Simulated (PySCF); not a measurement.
3-methylideneoxolane (C5H8O), SMILES C=C1CCOC1. Atoms are numbered in the order given.

```xyz
14

C      2.1361    -0.4037    -0.0299
C      0.8230    -0.1818    -0.0725
C     -0.2877    -1.1829     0.1101
C     -1.4554    -0.2705     0.4744
O     -1.2412     0.8975    -0.2803
C      0.1421     1.1553    -0.2837
H      2.8564     0.4070    -0.1739
H      2.5401    -1.4037     0.1482
H     -0.0611    -1.9504     0.8637
H     -0.4944    -1.6916    -0.8474
H     -2.4438    -0.6751     0.2133
H     -1.4489    -0.0503     1.5623
H      0.4219     1.8581     0.5280
H      0.4110     1.6284    -1.2420
```
Charge 0, spin multiplicity 1.

Coordinates come from a PBE0-D3(BJ)/def2-SVP optimisation. Other conformers were not sampled.

All values below come from HF/def2-TZVP (PySCF).

ESP charges are fitted to the potential on shells at 1.4 to 2.0 van der Waals radii. Atomic charges (e):

```csv
atom,ESP fit,Mulliken
C1,-0.84,-0.31
C2,0.38,-0.10
C3,-0.28,-0.10
C4,0.11,0.04
O5,-0.41,-0.42
C6,0.06,0.07
H7,0.25,0.13
H8,0.27,0.13
H9,0.10,0.11
H10,0.11,0.09
H11,0.07,0.10
H12,0.05,0.07
H13,0.06,0.08
H14,0.07,0.11
```

Question: Give the Mayer and Wiberg (Löwdin basis) orders of the bonds. (The exact figures need the calculation; the answer reports its results.)

Answer: 
```tsv
bond	Mayer	Wiberg
C1–C2	1.90	2.09
C2–C3	0.95	1.13
C3–C4	1.01	1.19
C4–O5	0.93	1.44
C2–C6	0.98	1.12
O5–C6	0.96	1.44
C1–H7	0.98	0.89
C1–H8	0.98	0.89
C3–H9	0.98	0.86
C3–H10	0.96	0.84
C4–H11	0.98	0.89
C4–H12	0.99	0.88
C6–H13	0.99	0.88
C6–H14	0.97	0.88
```
